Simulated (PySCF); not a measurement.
**How methods differ on the ionisation energy of Fe**

Fe [Ar] 3d6 4s2 (5D) → Fe⁺ [Ar] 3d6 4s1 (6D), as a difference of total energies. All numbers are calculated (PySCF 2.14, no relativity, point nucleus, in aug-cc-pwCVTZ (10s9p7d4f3g, 127 functions)). Correlated levels: valence: [Ar] frozen; valence and next inner shell: [Ne] frozen; nothing frozen. The calculations carry no spin-orbit coupling.

| method | ionisation energy (eV) | difference from reference (eV) |
| --- | --- | --- |
| UHF | 6.362 | -1.542 |
| LDA | 8.027 | +0.123 |
| PBE | 7.726 | -0.178 |
| PBE0 | 7.537 | -0.367 |
| r2SCAN0 | 7.439 | -0.465 |
| wB97M-V | 7.942 | +0.038 |
| MP2 (valence) | 7.454 | -0.450 |
| SCS-MP2 (valence) | 7.643 | -0.261 |
| MP2 (valence and next inner shell) | 7.555 | -0.349 |
| SCS-MP2 (valence and next inner shell) | 7.657 | -0.247 |
| MP2 (all electrons) | 7.555 | -0.349 |
| SCS-MP2 (all electrons) | 7.656 | -0.248 |

Reference: 7.904 eV (measured; NIST levels, between the centres of gravity of the two terms).

These non-relativistic numbers lack the scalar-relativistic shift.

Errors of the correlated levels include the incompleteness of this basis and the frozen core.

MP2 underrates the near-degeneracy of ns² with np² in the lower species.
